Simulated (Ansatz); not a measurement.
Cost and result for the atomization energy of `CO[SiH](N)O[SiH3]` (15 atoms, 14 bonds).

```csv
atom,x (Å),y (Å),z (Å)
C1,-1.183,0.261,1.775
O2,-0.931,1.051,0.633
Si3,-0.515,0.456,-0.828
N4,-1.600,-0.755,-1.330
O5,0.939,-0.290,-0.815
Si6,2.477,-0.140,-0.284
H7,-1.786,0.846,2.472
H8,-0.247,-0.014,2.271
H9,-1.726,-0.654,1.519
H10,-0.448,1.665,-1.675
H11,-2.566,-0.558,-1.527
H12,-1.265,-1.555,-1.840
H13,3.281,-1.237,-0.876
H14,2.522,-0.243,1.199
H15,3.051,1.169,-0.693
```

Total charge 0; spin multiplicity 1. Geometry: relaxed with PBE0-D4/def2-TZVP. It is one conformer, not always the lowest. Program: Ansatz. All runs use 2 threads of an AMD EPYC 7R13 on a shared host and a share of an NVIDIA H100 80 GB. Times are those of one run each, without the atoms' runs, and a repeat can differ threefold. Electronic energies, without spin–orbit coupling; frozen cores. CCSD(T)/CBS adds CCSD(T) − MP2 in def2-TZVPP to the MP2 limit, and its time is that of the two runs behind it. T1 = 0.011. B3LYP takes the VWN-RPA correlation (the form of Gaussian; ORCA's B3LYP/G).

CCSD(T)/CBS is a level of theory with its own doubt, some kJ/mol a heavy atom from the limit and from the frozen cores, so smaller differences don't rank the functionals.

```csv
level,functions,wall time,atomization (kcal/mol),difference from CCSD(T)/CBS,per bond
B2PLYP/def2-TZVPP,334,3.3 s,1309.6,-18.8,-1.3
PBE-D4/def2-TZVPP (with forces),334,3.4 s,1329.3,0.9,0.1
PBE0-D4/def2-TZVPP,334,3.5 s,1310.0,-18.4,-1.3
ωB97M-V/def2-TZVPP (with forces),334,3.9 s,1328.4,0.0,0.0
ωB97X-V/def2-TZVPP,334,4 s,1330.1,1.7,0.1
r2SCAN-D4/def2-TZVPP (with forces),334,4.4 s,1320.9,-7.5,-0.5
B3LYP-D4/def2-TZVPP (with forces),334,4.8 s,1323.8,-4.6,-0.3
MP2/def2-QZVPP,638,6 s,1330.7,2.3,0.2
CCSD(T)/def2-TZVPP,334,9.6 s,1289.7,-38.7,-2.8
CCSD(T)/CBS(def2),–,16 s,1328.4,0.0,0.0
```

From PBE to PBE0 (25 % exact exchange), in def2-TZVPP and without D4, the atomization energy moves by −18.2 kcal/mol: exact exchange takes away binding that semilocal exchange gives to molecules. In def2-TZVPP, CCSD(T) changes the Hartree–Fock value by +325.2 kcal/mol (the triples alone add +16.3 kcal/mol) and MP2 by +342.7 kcal/mol; breaking electron pairs costs correlation energy, which Hartree–Fock lacks. The D4 term adds +12.9 kcal/mol with B3LYP and +6.9 kcal/mol with PBE0; it sums over pairs of atoms, weighted by their polarisabilities, and B3LYP, whose exchange is more repulsive, gets the larger term.
